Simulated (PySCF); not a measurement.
# Ionisation energy of Xe(2+) by level of theory

Xe(2+) [Kr] 4d10 5s2 5p4 [5p1/2^2 5p3/2^2, M_J = 2] → Xe(3+) [Kr] 4d10 5s2 5p3 [5p1/2^2 5p3/2^1, M_J = 3/2], as a difference of total energies. All numbers are calculated (PySCF 2.14, the two-component X2C-1e Hamiltonian, in x2c-TZVPall-2c). Correlated levels: [Ar] 3d10 frozen; the 6 highest virtual spinors dropped. "Screened" scales the spin-orbit matrix elements by Boettger's factors to mimic the two-electron term; Breit and QED terms are absent.

| method | ionisation energy (eV) | difference from reference (eV) |
| --- | --- | --- |
| GHF (spin-free) | 29.161 | -1.889 |
| GMP2 (spin-free) | 30.043 | -1.007 |
| GHF (screened spin-orbit) | 29.620 | -1.430 |
| GMP2 (screened spin-orbit) | 30.457 | -0.593 |

Reference: 31.05 ± 0.04 eV (semi-empirical (NIST evaluation); NIST Atomic Spectra Database, ionization energies).

The spin-free rows relax to the high-spin LS determinant and lack the spin-orbit shift.

Errors of the correlated levels include the incompleteness of this basis and the frozen core.

The labels give the starting determinants; with spin-orbit coupling the two ends relaxed to ⟨J²⟩ = 6.02, ⟨L²⟩ = 2.44, ⟨S²⟩ = 1.83 and ⟨J²⟩ = 3.76, ⟨L²⟩ = 0.21, ⟨S²⟩ = 3.53.
